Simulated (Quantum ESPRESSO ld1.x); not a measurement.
Task: Coherent X-ray form factor from a spherical all-electron density. Calculated with ld1.x of Quantum ESPRESSO 7.5: Dirac Kohn-Sham, revPBE, spin-unpolarised, spherical densities, point nucleus.

sin(theta)/lambda (1/angstrom)  f0 (electrons)
0.05                                    30.499
0.1                                     29.182
0.15                                    27.443
0.2                                     25.601
0.25                                    23.811
0.3                                     22.115
0.4                                     18.983
0.5                                     16.181
0.6                                     13.756
0.8                                     10.176
1                                        8.054
1.25                                     6.626
1.5                                      5.774
2                                        4.442

The species is in the configuration that NIST lists as its ground one. Which atom or ion scatters so?

Result: The germanium ion Ge+, [Ar] 3d10 4s2 4p1. Extrapolating in s^2 from the first two rows gives f0(0) = 30.9, near the electron count 31; among species with that count, the fall with angle is slower the higher Z, and the table is that of Z = 32; from so few rows the species is fixed only to a neighbour or two.
